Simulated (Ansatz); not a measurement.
Reaction (formal hydrolysis of the Si–F bond): `F[SiH2]CS` + H₂O → `O[SiH2]CS` + H–F

Program: Ansatz. Geometries: PBE0-D4/def2-TZVP. ΔE: electronic, gas phase. CCSD(T)/CBS is the MP2 limit (def2-TZVPP, def2-QZVPP) plus CCSD(T) − MP2 in def2-TZVPP, frozen cores. This one scheme is used for every species. Functionals use def2-TZVPP. B3LYP here is the variant with VWN-RPA as its local correlation; programs differ in this. HSE06 is defined as in plane-wave codes. One conformer a species, not always the lowest.

```json
{"level": "LDA (SPW92)", "ΔE (kcal/mol)": "7.8", "difference from CCSD(T)/CBS": "-1.5"}
{"level": "PBE-D4", "ΔE (kcal/mol)": "8.7", "difference from CCSD(T)/CBS": "-0.6"}
{"level": "revPBE-D4", "ΔE (kcal/mol)": "8.3", "difference from CCSD(T)/CBS": "-1.0"}
{"level": "BLYP-D4", "ΔE (kcal/mol)": "9.6", "difference from CCSD(T)/CBS": "0.3"}
{"level": "r2SCAN-D4", "ΔE (kcal/mol)": "9.6", "difference from CCSD(T)/CBS": "0.3"}
{"level": "PBE0-D4", "ΔE (kcal/mol)": "8.7", "difference from CCSD(T)/CBS": "-0.6"}
{"level": "B3LYP-D4", "ΔE (kcal/mol)": "9.7", "difference from CCSD(T)/CBS": "0.4"}
{"level": "r2SCANh-D4", "ΔE (kcal/mol)": "9.5", "difference from CCSD(T)/CBS": "0.2"}
{"level": "r2SCAN0-D4", "ΔE (kcal/mol)": "9.3", "difference from CCSD(T)/CBS": "0.0"}
{"level": "HSE06-D4", "ΔE (kcal/mol)": "8.7", "difference from CCSD(T)/CBS": "-0.6"}
{"level": "BHLYP-D4", "ΔE (kcal/mol)": "10.0", "difference from CCSD(T)/CBS": "0.7"}
{"level": "CAM-B3LYP-D4", "ΔE (kcal/mol)": "10.1", "difference from CCSD(T)/CBS": "0.8"}
{"level": "ωB97X-V", "ΔE (kcal/mol)": "9.8", "difference from CCSD(T)/CBS": "0.5"}
{"level": "ωB97M-V", "ΔE (kcal/mol)": "9.5", "difference from CCSD(T)/CBS": "0.2"}
{"level": "PBE-QIDH", "ΔE (kcal/mol)": "8.8", "difference from CCSD(T)/CBS": "-0.5"}
{"level": "PBE", "ΔE (kcal/mol)": "9.4", "difference from CCSD(T)/CBS": "0.1"}
{"level": "revPBE", "ΔE (kcal/mol)": "9.9", "difference from CCSD(T)/CBS": "0.6"}
{"level": "BLYP", "ΔE (kcal/mol)": "10.9", "difference from CCSD(T)/CBS": "1.6"}
{"level": "r2SCAN", "ΔE (kcal/mol)": "9.7", "difference from CCSD(T)/CBS": "0.4"}
{"level": "PBE0", "ΔE (kcal/mol)": "9.3", "difference from CCSD(T)/CBS": "0.0"}
{"level": "B3LYP", "ΔE (kcal/mol)": "10.7", "difference from CCSD(T)/CBS": "1.4"}
{"level": "r2SCANh", "ΔE (kcal/mol)": "9.6", "difference from CCSD(T)/CBS": "0.3"}
{"level": "r2SCAN0", "ΔE (kcal/mol)": "9.5", "difference from CCSD(T)/CBS": "0.2"}
{"level": "HSE06", "ΔE (kcal/mol)": "9.2", "difference from CCSD(T)/CBS": "-0.1"}
{"level": "CAM-B3LYP", "ΔE (kcal/mol)": "10.6", "difference from CCSD(T)/CBS": "1.3"}
{"level": "LC-ωPBE", "ΔE (kcal/mol)": "9.7", "difference from CCSD(T)/CBS": "0.4"}
{"level": "RPA@PBE/def2-TZVPP", "ΔE (kcal/mol)": "9.5", "difference from CCSD(T)/CBS": "0.2"}
{"level": "HF/def2-SVP", "ΔE (kcal/mol)": "11.2", "difference from CCSD(T)/CBS": "1.9"}
{"level": "MP2/def2-SVP", "ΔE (kcal/mol)": "9.2", "difference from CCSD(T)/CBS": "-0.1"}
{"level": "CCSD/def2-SVP", "ΔE (kcal/mol)": "9.9", "difference from CCSD(T)/CBS": "0.6"}
{"level": "CCSD(T)/def2-SVP", "ΔE (kcal/mol)": "9.6", "difference from CCSD(T)/CBS": "0.3"}
{"level": "MP2/def2-TZVPP", "ΔE (kcal/mol)": "8.5", "difference from CCSD(T)/CBS": "-0.8"}
{"level": "SCS-MP2/def2-TZVPP", "ΔE (kcal/mol)": "9.4", "difference from CCSD(T)/CBS": "0.1"}
{"level": "CCSD/def2-TZVPP", "ΔE (kcal/mol)": "9.5", "difference from CCSD(T)/CBS": "0.2"}
{"level": "CCSD(T)/def2-TZVPP", "ΔE (kcal/mol)": "9.0", "difference from CCSD(T)/CBS": "-0.3"}
{"level": "HF/def2-QZVPP", "ΔE (kcal/mol)": "11.9", "difference from CCSD(T)/CBS": "2.6"}
{"level": "SCS-MP2/def2-QZVPP", "ΔE (kcal/mol)": "9.6", "difference from CCSD(T)/CBS": "0.3"}
{"level": "HF/CBS(def2)", "ΔE (kcal/mol)": "11.9", "difference from CCSD(T)/CBS": "2.6"}
{"level": "MP2/CBS(def2)", "ΔE (kcal/mol)": "8.9", "difference from CCSD(T)/CBS": "-0.4"}
{"level": "CCSD/CBS(def2)", "ΔE (kcal/mol)": "9.8", "difference from CCSD(T)/CBS": "0.5"}
{"level": "CCSD(T)/CBS", "ΔE (kcal/mol)": "9.3", "difference from CCSD(T)/CBS": "0"}
```

Largest T1 diagnostic among the species: 0.011.

In def2-TZVPP, CCSD(T) changes the Hartree–Fock value by −2.5 kcal/mol (the triples alone add −0.5 kcal/mol) and MP2 by −3.0 kcal/mol. The D4 term adds −1.0 kcal/mol with B3LYP and −0.5 kcal/mol with PBE0; it sums over pairs of atoms, weighted by their polarisabilities, and B3LYP, whose exchange is more repulsive, gets the larger term.
